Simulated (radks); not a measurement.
Ionisation of the nitrogen ion N3+, [He] 2s2, to [He] 2s1 as the strength of local exchange is varied. All-electron calculation, Dirac Kohn-Sham, Slater X-alpha exchange (alpha = 2/3 is LDA exchange), no correlation, spin-unpolarised, spherical densities, point nucleus. Program: a radial shooting solver on a logarithmic mesh with Libxc functionals.

alpha	E(N3+) (hartree)	exchange (hartree)	IE (eV)	-e of the level emptied (eV)	<r> of it (bohr)
0.667	-50.46235	-4.45044	75.900	66.199 (2s1/2)	1.113
0.696	-50.65607	-4.65439	76.485	66.795 (2s1/2)	1.109
0.87	-51.82750	-5.89635	80.046	70.431 (2s1/2)	1.086
0.913	-52.11941	-6.20810	80.938	71.344 (2s1/2)	1.081
1.029	-52.91165	-7.05863	83.372	73.838 (2s1/2)	1.067

NIST Atomic Spectra Database: 77.474 eV (measured). The Delta-SCF value meets it near alpha = 0.74. Spin polarisation and multiplet splitting are left out, so open shells lie too high by an amount that depends on their filling.

Beside tabulated values, note that spin-unpolarised runs miss the spin-polarisation part of the exchange energy of open shells.
